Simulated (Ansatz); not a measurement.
CH₄GaN, relaxed with RKS PBE-D4/def2-SVP in the Gaussian-basis code of Ansatz from a rough embedded geometry. The force threshold is 0.03 eV/Å; the program also tests the step.

Total charge 0; spin multiplicity 1. The bonds changed during the relaxation, so this is another structure than the one it started from.

Start:

```xyz
7

C    -0.473    0.169   -0.089
N     0.550    0.140   -1.133
Ga    0.895    0.701    1.012
H    -0.690    1.163    0.188
H    -1.448   -0.265   -0.560
H     0.959   -0.835   -1.108
H     0.207   -1.073    1.688
```

Question: By how much does the energy fall, and how many steps does the optimiser take? (Estimate.)

Answer: Computed: 524.79 kJ/mol, in 14 steps.

Question: Which bonds change most? (An estimate is asked.)

Answer: Computed: C1–H7 from 2.272 to 1.112 Å; N2–Ga3 from 2.244 to 1.896 Å; C1–H4 from 1.055 to 1.116 Å; C1–H5 from 1.167 to 1.116 Å.

Question: Give the relaxed structure. (Estimate.)

Answer: Computed: 
```xyz
7

C    -0.663    0.013    0.099
N     0.735   -0.022   -0.291
Ga    2.274   -0.003    0.817
H    -1.209    0.905   -0.291
H    -1.237   -0.886   -0.229
H     0.850   -0.060   -1.312
H    -0.750    0.053    1.207
```
